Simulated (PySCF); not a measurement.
# Calculated NMR parameters of Cc1ccc(P[SiH3])cc1

```
Formula                               : C7H11PSi
SMILES                                : Cc1ccc(P[SiH3])cc1
InChI                                 : InChI=1S/C7H11PSi/c1-6-2-4-7(8-9)5-3-6/h2-5,8H,1,9H3
Point group of the computed structure : C1
Carbon signals                        : 5
Proton signals                        : 5
```

Mapped SMILES: `[CH3:1][c:2]1[cH:3][cH:4][c:5]([PH:6][SiH3:7])[cH:8][cH:9]1`; H(Xn) means a hydrogen on atom n.

[PySCF 2.14.0 with density-fitted response routines: shielding tensors at PBE0/pcSseg-1 (GIAO); geometry from GFN2-xTB; relativity neglected; isolated molecule; averaged over atoms made equivalent by symmetry, fast rotation or ring inversion; one computed conformer]

Scale: TMS for 1H, 13C, 29Si; 31P vs H3PO4 (reference shieldings calculated alike).

| carbon | δC, type | δH (multiplicity) | HMBC from (2–3 bonds) | span of the C tensor (ppm) |
| --- | --- | --- | --- | --- |
| C1 | 23.9, CH3 | 2.45 (s) | H(C3)/H(C9) | 48 |
| C2 | 142.4, C | – | H(C4)/H(C8), H(C3)/H(C9), H(C1) | 237 |
| C3/C9 | 134.8, CH | 7.39 (m) | H(C4)/H(C8), H(C3)/H(C9), H(C1) | 216 |
| C4/C8 | 138.6, CH | 7.65 (m) | H(C4)/H(C8), H(C3)/H(C9), H(P6) | 222 |
| C5 | 135.2, C | – | H(C4)/H(C8), H(C3)/H(C9), H(Si7), H(P6) | 220 |

Other nuclei:
| atoms | nucleus | environment | δ (ppm) | σ (ppm) |
| --- | --- | --- | --- | --- |
| H(Si7) | 1H | hydrogen on a silicon bonded to P | 3.98 | 27.73 |
| H(P6) | 1H | hydrogen on a phosphorus bonded to C, Si | 3.36 | 28.36 |
| P6 | 31P | phosphorus bonded to C, Si, H | -171.5 | 489.9 |
| Si7 | 29Si | silicon bonded to P, 3 H | -71.8 | 421.0 |

- δC 142.4, 135.2: substituted aromatic carbon.
- δC 138.6, 134.8: aromatic CH; the aromatic region.
- δC 23.9: methyl carbon on an aromatic ring; aliphatic region, no heteroatom directly attached.
- δH 7.65, 7.39: hydrogen on an aromatic CH; ring-current deshielding.
- δH 2.45: hydrogen on a methyl carbon on an aromatic ring; benzylic-type position, deshielded by the ring.

Splittings by 31P in the carbon and heteronuclear signals aren't shown, as no couplings were computed. Shifts are as computed. Against solution values, carbons near 30 ppm lie about +3 ppm off and those near 130 ppm about +5 ppm. Of 1211 compounds with measured shifts, 218 miss one by over three times the rms of a fit or turn the order of signals round; such compounds aren't used in these exercises. Experimental scales use liquid or dissolved standards, which lie at an offset from isolated H3PO4. No couplings were computed; multiplicities are counted from neighbouring protons, with m where these are inequivalent, close in shift, in a saturated or five-membered ring or joined by F or P, and br s for small geminal =CH2 splittings.
